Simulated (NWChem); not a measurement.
System: SrHOCl; SMILES [OH][Sr][Cl]

```xyz
4

Sr    -0.2416     0.4000     0.0000
Cl     0.2127    -2.2025     0.0003
O      0.5667     2.3782     0.0031
H      1.0293     3.2165    -0.0300
```
Atoms are numbered in this order, from 1.

Results from NWChem. Structure relaxed at the PBE0/def2-SVP level. def2 effective core potentials on Sr; no spin-orbit coupling. Level SCAN/def2-SVP: energy and gradient on several grids; changes count from the extra-fine grid, which is no exact limit either.

| grid | size of the energy change (μHa) | largest change of a gradient component (μHa/bohr) | time, medium = 1 (rough) |
|---|---|---|---|
| xcoarse | 30000 | 6000 | about 1 |
| coarse | 600 | 3000 | about 1 |
| medium | 2000 | 700 | about 1 |
| fine | 1000 | 200 | about 1 |
| xfine | < 10 | < 30 | 3 |
